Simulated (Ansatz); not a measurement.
Single points on SnTe₂⁺.

```yaml
crystal:
  periodic: [false, false, false]
  atoms:
    - {symbol: Sn, position_ang: [1.376847, -0.783185, -0.517712]}
    - {symbol: Te, position_ang: [0.064897, 1.390015, 0.751904]}
    - {symbol: Te, position_ang: [-1.441744, -0.606830, -0.234193]}
basis:
  gaussian: {orbitals: def2-SVP, initial_orbitals: start.molden}
total_charge: 1
magnetization: {spin_polarized: true, initial_magnetization: 1}
hamiltonian: {xc: pbe0, dispersion: d4}
scf: {omitted_lower_state_checks: [starts]}
output: {orbitals: {seedname: orbitals}}
```

The file start.molden holds the orbitals of an earlier run on this structure, at another level or in another basis.

```sh
$ ansatz run in.yaml --threads 4 --pin off --events-out ev --progress --plain --max-ram 3916MiB
```

Shortened log:

```
Functional definition: PBE0
1008 factors; integrals over basis functions are off by at most 1.7e-4 eV
mean field evaluation 1: about -20413.5134 eV, gradient 2.6e1 eV
mean field evaluation 2: about -20413.7099 eV, gradient 2.5e-1 eV
mean field evaluation 4: about -20413.7721 eV, gradient 7.2e-4 eV
mean field evaluation 8: about -20413.7721 eV, gradient 2.8e-5 eV
mean field -20413.77206618 eV, -750.1922864805 hartree, gradient 2.8e-5 eV, S^2 0.765849; 0 other end points of the search recorded, 0 dependent functions left out
reference -20413.77208724 eV, -750.1922872543 hartree; 35, 34 occupied and 43, 44 virtual orbitals, 1008 factors
Total energy: -20413.91369857 eV, -750.1974913746 hartree
Checks for a lower state left out: starts
```

Hardware: 4 threads of Arm Neoverse V1 on a shared host. Wall time 2.1 s.

First input, but with `gaussian: {orbitals: def2-TZVP, initial_orbitals: start.molden}`, `hamiltonian: {xc: {name: r2SCAN0}, dispersion: d4}` (abridged; 8 s):

```
Functional definition: r2SCAN0
mean field -20419.23905277 eV, -750.3931945320 hartree, gradient 2.4e-5 eV, S^2 0.778184
Total energy: -20419.27744410 eV, -750.3946053874 hartree
Checks for a lower state left out: starts
```

First input, but with `gaussian: {orbitals: def2-TZVP, initial_orbitals: start.molden}`, `hamiltonian: {xc: {name: wB97M-V}}` (abridged; 14 s):

```
Functional definition: wB97M-V
mean field -20410.74043064 eV, -750.0808759292 hartree, gradient 1.7e-5 eV, S^2 0.772214
Total energy: -20410.74047391 eV, -750.0808775194 hartree
Checks for a lower state left out: starts
```

As the first input, with `gaussian: {orbitals: def2-TZVP, initial_orbitals: start.molden}`, `hamiltonian: {xc: pbe, dispersion: d4}` (abridged; 2.8 s):

```
Functional definition: PBE
mean field -20413.65809481 eV, -750.1880981097 hartree, gradient 5.3e-5 eV, S^2 0.757769
Total energy: -20413.82478179 eV, -750.1942237433 hartree
Checks for a lower state left out: starts
```

First input, but with `gaussian: {orbitals: def2-TZVP, initial_orbitals: start.molden}`, `hamiltonian: {xc: lda}` (abridged; 1.4 s):

```
Functional definition: SPW92
mean field -20383.87536150 eV, -749.0936028483 hartree, gradient 2.6e-5 eV, S^2 0.753821
Total energy: -20383.87539617 eV, -749.0936041221 hartree
Checks for a lower state left out: starts
```

The first input with `gaussian: {orbitals: def2-TZVP, initial_orbitals: start.molden}` (abridged; 4.5 s):

```
Functional definition: PBE0
mean field -20414.54895545 eV, -750.2208366344 hartree, gradient 2.0e-5 eV, S^2 0.767920
Total energy: -20414.69059462 eV, -750.2260417781 hartree
Checks for a lower state left out: starts
```

As the first input, with `gaussian: {orbitals: def2-TZVP, initial_orbitals: start.molden}`, `hamiltonian: {xc: r2scan, dispersion: d4}`, `output: {forces: true, orbitals: {seedname: orbitals}}` (abridged; 7 s):

```
Functional definition: r2SCAN
mean field -20421.65835054 eV, -750.4821020852 hartree, gradient 1.5e-5 eV, S^2 0.767758
Total energy: -20421.68572772 eV, -750.4831081780 hartree
Atom 0 force    -0.126152     0.071759     0.047435 eV/Å
Atom 1 force     0.000088    -0.119362    -0.064943 eV/Å
Atom 2 force     0.126064     0.047603     0.017508 eV/Å
Dipole moment:     0.387633    -0.220496    -0.145755 e Å
Checks for a lower state left out: starts
```

Geometry: PBE0-D4/def2-SVP.

In the def2 sets Sn, Te take a core potential; there is no spin–orbit coupling. The structure comes from a short search, and lower isomers may exist.
